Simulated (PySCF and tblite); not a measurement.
The numbers below are computed, except where a source is named.
## Dynamics report: rotation

System: C₃H₆BFS, numbered as in [CH3:1][S:2]/[CH:3]=[CH:4]\[BH:5][F:6].

Motion: rotation about the B5–C4 bond (torsion F6–B5–C4–C3 from 180° to 360°, rising). Level: PBE0/pcSseg-1 + D3(BJ) on PBE0-D3(BJ)/def2-SVP stationary points, with GFN2-xTB thermal terms. Rates follow Eyring's equation with the number of equivalent paths and no tunnelling. Programs: tblite and PySCF.

```
 point  symmetry  E(GFN2) kcal/mol  E(DFT) kcal/mol  ZPE change kcal/mol  lowest mode cm⁻¹  dipole D
 start        Cs               0.0              0.0                 0.00                54      3.92
saddle        C1               5.9              7.7                -0.58              135i      2.87
   end        Cs               1.0              0.1                 0.09                64      3.43
```

```
Electronic barrier                                      : 7.7 kcal/mol
Barrier with zero-point energy                          : 7.2 kcal/mol
ΔH‡ (298 K)                                             : 6.8 kcal/mol
ΔS‡ (298 K, symmetry apart)                             : -2.2 cal/(mol K)
Paths                                                   : 2 equivalent paths
End point                                               : a different minimum
Mean lifetime of the start against this motion at 298 K : 23 ns
Cost                                                    : 2.3 min on 1 thread of Arm Neoverse V2, on a host shared with other jobs (rough), peak memory 0.7 GiB, launched as `OMP_NUM_THREADS=1 python ens_run.py task.json out`
```

```
T/K  ΔG‡ kcal/mol    k s⁻¹  ΔG kcal/mol  k back s⁻¹
150           7.2      192          0.2         427
200           7.3  9.3×10⁴          0.2     1.8×10⁵
250           7.4  3.9×10⁶          0.3     6.6×10⁶
298           7.4  4.3×10⁷          0.3       7×10⁷
350           7.5  2.8×10⁸          0.3     4.4×10⁸
400           7.7  1.1×10⁹          0.3     1.6×10⁹
500           7.9  7.3×10⁹          0.4      1×10¹⁰
```

ΔG and ΔG‡ leave out symmetry numbers and mirror images; rates count paths: 2 out, 2 back.
